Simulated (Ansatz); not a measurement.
Ideal-gas functions of CH₄B₂O, SMILES `BB1CO1` at 600 K and 1 bar, from an Ansatz frequency run at PBE0-D4/def2-TZVP.

Molar mass 53.67 g/mol, point group Cs (symmetry number 1), electronic degeneracy 1, moments of inertia 20.741, 87.58, 100.708 u Å². Harmonic wavenumbers (cm⁻¹, unscaled): 205, 256, 321, 642, 669, 854, 888, 901, 996, 1123, 1141, 1171, 1458, 1547, 2592, 2667, 3113, 3203.

Use S(trans) = R[1.5 ln M + 2.5 ln T − 1.1517]; rotational temperatures θ = 24.2544 K / I; S(rot) = R[ln(√π/σ · √(T³/θAθBθC)) + 1.5]; for each mode x = 1.438777 ν̃/T, S = R[x/(eˣ − 1) − ln(1 − e⁻ˣ)] and H = RT x/(eˣ − 1); 1 cm⁻¹ = 0.0119627 kJ/mol; R = 8.31446 J/(mol·K).

By hand: the entropy, in J/(mol·K).

Translation 173.1. Rotation: θ = 1.1694, 0.2769, 0.2408 K, giving 107.6. Vibration, mode by mode: 14.30, 12.50, 10.69, 5.50, 5.22, 3.67, 3.44, 3.36, 2.81, 2.21, 2.13, 2.02, 1.16, 0.98, 0.12, 0.10, 0.04, 0.03, in all 70.3. Electronic 0.0. Sum 351.0 J/(mol·K).

By hand: H − E and G − E in kJ/mol, counted from the electronic energy.

Zero-point energy ½ × 23747 × 0.0119627 = 142.0; thermal vibration 24.4; translation, rotation and pV give 4 RT = 20.0. H − E = 186.4 kJ/mol, and G − E = 186.4 − 600 × 351.0/1000 = -24.2 kJ/mol.

Vibration gives 20 % of the entropy.
